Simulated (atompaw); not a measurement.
Pseudopotential generation for nitrogen (N): PAW (atompaw), LDA (PW92), scalar-relativistic.

atompaw 4.2.0.5 input, output lines left out:

```
N 7
LDA-PW scalarrelativistic loggrid 1500 logderivrange -3 5 201
2 2 0 0 0 0
2 1 3
0 0 0
c
v
v
2
3.00 2.15 2.75 1.70
y
0.15
n
y
4.8
n
y
0.35
n
custom polynom2 7 10 vanderbiltortho sinc
3 -0.5 vpsmatchnc
3.00
0.80
3.00
2.75
3.00
```

All-electron outer shells of the reference configuration (LDA (PW92), scalar-relativistic, ld1.x):

| shell | level (eV) | outermost node (bohr) | outermost maximum (bohr) |
| --- | --- | --- | --- |
| 1s | -381.51 | – | 0.15 |
| 2s | -18.42 | 0.32 | 1.02 |
| 2p | -7.24 | – | 0.97 |

Calculated quality:

```
Cutoffs needed                                           : 10 Ry and 25 Ry (the cutoffs (Ry, on a coarse ladder) from which the occupation-weighted sum of valence levels, in a spherical-Bessel basis at the reference potential, stays within 10 and 1 mRy of its value at 400 Ry)
Ghost test                                               : ghost state, extra bound levels that the all-electron valence spectrum of the same l lacks: s at -15.8 eV; a true bound ghost makes a file unfit for plane-wave use (spherical-Bessel basis up to 400 Ry, 20 bohr box)
Lowest eigenvalue of the overlap operator                : 0.77 (s channel)
Overlap eigenvalues printed by atompaw (projector basis) : 1.44, 9.58, 239, 1.18e+03, 6.03e+08
Share of each valence orbital outside the PAW sphere     : 2s 2 %, 2p 6 %
```

Generation and tests took about 2.1 s on one core of a shared server CPU.
